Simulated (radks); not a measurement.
Values are calculated unless marked as measured or tabulated.
The nuclear charge of neutral beryllium is varied continuously with 4 electrons held in [He] 2s2. Code: a radial shooting solver on a logarithmic mesh with Libxc functionals. Model: non-relativistic Kohn-Sham, LDA (Slater exchange, Perdew-Wang correlation), spin-polarised, spherical densities, point nucleus. By the Hellmann-Feynman theorem dE/dZ = E(electron-nucleus)/Z, the electronic potential at the nucleus.

| Z | E (hartree) | E(electron-nucleus)/Z (hartree) | HOMO | e(HOMO) (eV) | <r> HOMO (bohr) |
|---|---|---|---|---|---|
| 3.8 | -12.82882 | -7.83741 | 2s | -3.692 | 2.901 |
| 4 | -14.44647 | -8.33902 | 2s | -5.599 | 2.620 |
| 4.2 | -16.16439 | -8.84011 | 2s | -7.796 | 2.392 |
| 4.4 | -17.98249 | -9.34082 | 2s | -10.277 | 2.203 |
| 4.6 | -19.90070 | -9.84127 | 2s | -13.041 | 2.044 |
| 4.8 | -21.91899 | -10.3415 | 2s | -16.084 | 1.907 |
| 5 | -24.03731 | -10.8417 | 2s | -19.405 | 1.788 |

The central difference of E at Z = 4 is -8.339 hartree, to compare with the third column; the second derivative is -2.51 hartree.
